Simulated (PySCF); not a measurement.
**UHF on Ni⁺ (nickel, charge +1)**

Configuration: [Ar] 3d9, 2D determinant. Calculation: PySCF 2.14, in x2c-TZVPPall with one added diffuse shell each of s, p, d, f type (7s6p5d3f1g, 80 functions); the spin-free X2C one-electron Hamiltonian (Gaussian nucleus).

| Quantity | Value |
| --- | --- |
| Total energy | -1518.787345 hartree |
| One-electron energy | -2105.9274 hartree |
| Hartree (Coulomb) energy | 649.6016 hartree |
| Exchange energy | -62.4616 hartree |
| ⟨S²⟩ | 0.7529 |
| ⟨L²⟩ | 6.021 |
| Sum of ⟨r⟩ | 17.46 bohr |
| Sum of ⟨r²⟩ | 19.20 bohr² |
| Traceless quadrupole moment −½Σ⟨3z² − r²⟩ along its main axis | -0.461 e·bohr² |
| Langevin diamagnetic susceptibility | -15.2 ×10⁻⁶ cm³/mol |

| shell | electrons | mean orbital energy (eV) | spread (eV) | rms radius, mean of both spins (bohr) |
| --- | --- | --- | --- | --- |
| 1s α | 1 | -8405.5 | 0 | 0.0624 |
| 1s β | 1 | -8405.5 | 0 | 0.0624 |
| 2s α | 1 | -1053.4 | 0 | 0.265 |
| 2s β | 1 | -1052.5 | 0 | 0.265 |
| 2p α | 3 | -902.82 | 0.990 | 0.238 |
| 2p β | 3 | -901.86 | 0.019 | 0.238 |
| 3s α | 1 | -139.75 | 0 | 0.800 |
| 3s β | 1 | -137.07 | 0 | 0.800 |
| 3p α | 3 | -94.301 | 2.122 | 0.857 |
| 3p β | 3 | -91.087 | 1.461 | 0.857 |
| 3d α | 5 | -21.525 | 2.598 | 1.20 |
| 3d β | 4 | -19.955 | 2.054 | 1.20 |

Densities and radii are taken from the X2C orbitals without a picture-change correction, which distorts them close to the nucleus.

Spin-orbit constants ζ (cm⁻¹) from the X2C one-electron operator on these orbitals: bare nucleus, nucleus screened by l(l+1)(2l+1)/3 electrons, and screened by the Breit-Pauli mean field of the electrons.

| shell | bare | screened nucleus | mean field |
| --- | --- | --- | --- |
| 2p | 98250 | 91230 | 88010 |
| 3p | 11980 | 11120 | 10660 |
| 3d | 1075 | 691.2 | 622.8 |

To first order the Landé constant is A = -622.8 cm⁻¹, so the lowest level has J = 5/2 and lies 0.0772 eV below the centre of the term.
